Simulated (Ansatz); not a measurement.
Other settings, tried on `FC(F)(F)c1sc(-c2sc(-c3sc(-c4sc(C(F)(F)F)c5c4OCCO5)c4c3OCCO4)c3c2OCCO3)c2c1OCCO2`.

```yaml
crystal:
  periodic: [false, false, false]
  atoms:
    - {symbol: F, position_ang: [-7.618084, 4.559000, 0.297214]}
    - {symbol: C, position_ang: [-7.016007, 4.016727, 1.373812]}
    - {symbol: F, position_ang: [-7.995519, 3.739294, 2.254583]}
    - {symbol: F, position_ang: [-6.236200, 4.968439, 1.920021]}
    - {symbol: C, position_ang: [-6.217758, 2.813230, 1.028144]}
    - {symbol: S, position_ang: [-4.502521, 2.750429, 1.258884]}
    - {symbol: C, position_ang: [-4.402942, 1.133429, 0.607937]}
    - {symbol: C, position_ang: [-3.142635, 0.452611, 0.488511]}
    - {symbol: S, position_ang: [-1.687480, 1.294013, 0.011173]}
    - {symbol: C, position_ang: [-0.711228, -0.152611, 0.116353]}
    - {symbol: C, position_ang: [0.700477, -0.121818, -0.143115]}
    - {symbol: S, position_ang: [1.696027, 1.219101, 0.372718]}
    - {symbol: C, position_ang: [3.147197, 0.514294, -0.299451]}
    - {symbol: C, position_ang: [4.413337, 1.191997, -0.235335]}
    - {symbol: S, position_ang: [4.536409, 2.919314, -0.462749]}
    - {symbol: C, position_ang: [6.257709, 2.891745, -0.267561]}
    - {symbol: C, position_ang: [7.073641, 4.132606, -0.290612]}
    - {symbol: F, position_ang: [7.712318, 4.345988, 0.876629]}
    - {symbol: F, position_ang: [6.302628, 5.209744, -0.529425]}
    - {symbol: F, position_ang: [8.026076, 4.096088, -1.241472]}
    - {symbol: C, position_ang: [6.719083, 1.609254, -0.049595]}
    - {symbol: C, position_ang: [5.670762, 0.641854, -0.024315]}
    - {symbol: O, position_ang: [5.899688, -0.667764, 0.235885]}
    - {symbol: C, position_ang: [7.266842, -1.015911, 0.037463]}
    - {symbol: C, position_ang: [8.177713, -0.013302, 0.716014]}
    - {symbol: O, position_ang: [8.017785, 1.287197, 0.145392]}
    - {symbol: C, position_ang: [2.859182, -0.717776, -0.871655]}
    - {symbol: C, position_ang: [1.481603, -1.075297, -0.782728]}
    - {symbol: O, position_ang: [0.985043, -2.203198, -1.346059]}
    - {symbol: C, position_ang: [2.009563, -3.139406, -1.661589]}
    - {symbol: C, position_ang: [3.155725, -2.450152, -2.373407]}
    - {symbol: O, position_ang: [3.769291, -1.482498, -1.524750]}
    - {symbol: C, position_ang: [-1.501009, -1.235238, 0.482944]}
    - {symbol: C, position_ang: [-2.869600, -0.893124, 0.691417]}
    - {symbol: O, position_ang: [-3.785717, -1.790786, 1.125691]}
    - {symbol: C, position_ang: [-3.339033, -3.133711, 0.968008]}
    - {symbol: C, position_ang: [-1.917962, -3.282084, 1.472783]}
    - {symbol: O, position_ang: [-1.021640, -2.485803, 0.702081]}
    - {symbol: C, position_ang: [-5.664944, 0.679338, 0.245022]}
    - {symbol: C, position_ang: [-6.696837, 1.632265, 0.497281]}
    - {symbol: O, position_ang: [-7.996052, 1.400520, 0.206413]}
    - {symbol: C, position_ang: [-8.254310, 0.023929, -0.072419]}
    - {symbol: C, position_ang: [-7.185069, -0.546098, -0.981701]}
    - {symbol: O, position_ang: [-5.910991, -0.518265, -0.342831]}
    - {symbol: H, position_ang: [7.486327, -1.057140, -1.046327]}
    - {symbol: H, position_ang: [7.402308, -2.017969, 0.468612]}
    - {symbol: H, position_ang: [9.234183, -0.284239, 0.581420]}
    - {symbol: H, position_ang: [7.951939, 0.030008, 1.797797]}
    - {symbol: H, position_ang: [2.375549, -3.619402, -0.734120]}
    - {symbol: H, position_ang: [1.550095, -3.903928, -2.304162]}
    - {symbol: H, position_ang: [2.784574, -1.957805, -3.292427]}
    - {symbol: H, position_ang: [3.940436, -3.169942, -2.646839]}
    - {symbol: H, position_ang: [-4.029782, -3.764523, 1.545325]}
    - {symbol: H, position_ang: [-3.393159, -3.421417, -0.098964]}
    - {symbol: H, position_ang: [-1.864227, -2.981205, 2.536581]}
    - {symbol: H, position_ang: [-1.573848, -4.322316, 1.379463]}
    - {symbol: H, position_ang: [-8.287354, -0.544498, 0.875496]}
    - {symbol: H, position_ang: [-9.243198, -0.016950, -0.549787]}
    - {symbol: H, position_ang: [-7.143401, 0.032525, -1.924177]}
    - {symbol: H, position_ang: [-7.394974, -1.598762, -1.219457]}
basis:
  gaussian: {orbitals: 6-31G, fitting: {mean_field: def2-universal-jkfit}}
hamiltonian: {xc: {name: r2SCAN0}}
output: {forces: true}
```

```sh
$ ansatz run in.yaml --threads 4 --pin off --events-out ev --progress --plain --max-ram 41984MiB --backend cuda --devices 0, --max-vram 37GiB
```

It prints (some lines left out):

```
Functional definition: r2SCAN0
3828 factors; integrals over basis functions are off by at most 3.9e-2 eV
mean field evaluation 1: about -103154.9042 eV, gradient 9.1e1 eV
mean field evaluation 2: about -103144.5693 eV, gradient 1.2e2 eV
mean field evaluation 4: about -103172.0303 eV, gradient 7.3e0 eV
mean field evaluation 8: about -103172.1959 eV, gradient 8.6e-1 eV
mean field evaluation 16: about -103172.1979 eV, gradient 3.7e-4 eV
mean field -103172.19785619 eV, -3791.5083385875 hartree, gradient 4.7e-5 eV, S^2 0.000000; 0 other end points of the search recorded, 0 dependent functions left out
reference -103172.19787289 eV, -3791.5083392012 hartree; 177, 177 occupied and 267, 267 virtual orbitals, 3828 factors
Total energy: -103172.19787289 eV, -3791.5083392012 hartree
Atom 0 force    -0.739697     0.699565    -1.344275 eV/Å
Atom 1 force     1.163232    -1.967877    -0.603868 eV/Å
Atom 2 force    -1.229413    -0.337363     1.132787 eV/Å
Atom 3 force     0.994039     1.172511     0.675192 eV/Å
Atom 4 force    -1.674108    -0.304496    -0.351042 eV/Å
Atom 5 force     1.218043     1.189370     0.675107 eV/Å
Atom 6 force    -0.330121    -1.559714    -0.688656 eV/Å
Atom 7 force    -1.166094    -1.173425     0.450008 eV/Å
Atom 8 force     0.351983     1.666730    -0.420170 eV/Å
Atom 9 force     0.568363    -1.594957     0.195167 eV/Å
Atom 10 force    -0.580144    -1.485495    -0.635032 eV/Å
Atom 11 force    -0.332300     1.494105     0.856058 eV/Å
Atom 12 force     1.161974    -1.006682    -0.736760 eV/Å
Atom 13 force     0.321280    -1.693132     0.249711 eV/Å
Atom 14 force    -1.203495     1.334374    -0.318549 eV/Å
Atom 15 force     1.671966    -0.393650     0.253518 eV/Å
Atom 16 force    -1.183381    -2.051343     0.037555 eV/Å
Atom 17 force     0.788251     0.287581     1.468070 eV/Å
Atom 18 force    -0.987910     1.331142    -0.296772 eV/Å
Atom 19 force     1.185654    -0.025996    -1.200726 eV/Å
Atom 20 force    -1.200117     1.025816    -0.307172 eV/Å
Atom 21 force    -0.942284     1.256877    -0.284244 eV/Å
Atom 22 force    -0.541583    -0.494931     0.310775 eV/Å
Atom 23 force     1.109694    -0.856116    -0.402305 eV/Å
Atom 24 force     0.647410    -1.004419     0.822613 eV/Å
Atom 25 force     0.569409     0.471855    -0.192216 eV/Å
Atom 26 force    -0.420100     1.252362     0.830092 eV/Å
Atom 27 force    -0.167506     1.393220     0.756675 eV/Å
Atom 28 force    -0.757000    -0.092014    -0.196757 eV/Å
Atom 29 force     0.600493    -1.315668    -0.157640 eV/Å
Atom 30 force    -0.128825    -0.856078    -1.176623 eV/Å
Atom 31 force     0.751713     0.091851     0.080824 eV/Å
Atom 32 force     0.164702     1.500571    -0.417872 eV/Å
Atom 33 force     0.453493     1.466422    -0.386642 eV/Å
Atom 34 force    -0.665348     0.200578     0.357209 eV/Å
Atom 35 force    -0.122178    -1.419787    -0.264167 eV/Å
Atom 36 force    -0.387719    -1.018654     0.971649 eV/Å
Atom 37 force     0.677698    -0.241544    -0.261931 eV/Å
Atom 38 force     0.927067     1.072440     0.687317 eV/Å
Atom 39 force     1.236991     0.936342     0.489296 eV/Å
Atom 40 force    -0.541001     0.560888    -0.025370 eV/Å
Atom 41 force    -0.781838    -1.215124    -0.025130 eV/Å
Atom 42 force    -0.985271    -0.366761    -1.019601 eV/Å
Atom 43 force     0.499630    -0.602075     0.008550 eV/Å
Atom 44 force    -0.107966     0.035485     0.419659 eV/Å
Atom 45 force    -0.096764     0.421135    -0.171674 eV/Å
Atom 46 force    -0.434055     0.152746     0.033620 eV/Å
Atom 47 force     0.072202     0.012774    -0.428275 eV/Å
Atom 48 force    -0.154502     0.208898    -0.345215 eV/Å
Atom 49 force     0.158789     0.339874     0.270090 eV/Å
Atom 50 force     0.137939    -0.165782     0.371811 eV/Å
Atom 51 force    -0.299156     0.321095     0.141355 eV/Å
Atom 52 force     0.268038     0.297317    -0.228583 eV/Å
Atom 53 force     0.022443     0.140559     0.406960 eV/Å
Atom 54 force    -0.019377    -0.086662    -0.421632 eV/Å
Atom 55 force    -0.112827     0.454790     0.009033 eV/Å
Atom 56 force     0.033423     0.243223    -0.351708 eV/Å
Atom 57 force     0.408575     0.062233     0.199493 eV/Å
Atom 58 force     0.001339    -0.199559     0.376661 eV/Å
Atom 59 force     0.126247     0.434571     0.123753 eV/Å
Dipole moment:    -0.045831    -3.077030    -0.436358 e Å
```

Run time 12 s (4 threads of AMD EPYC 7R13 on a shared host and a share (37 GiB) of an NVIDIA H100 80GB HBM3), peak host memory 2.3 GiB.
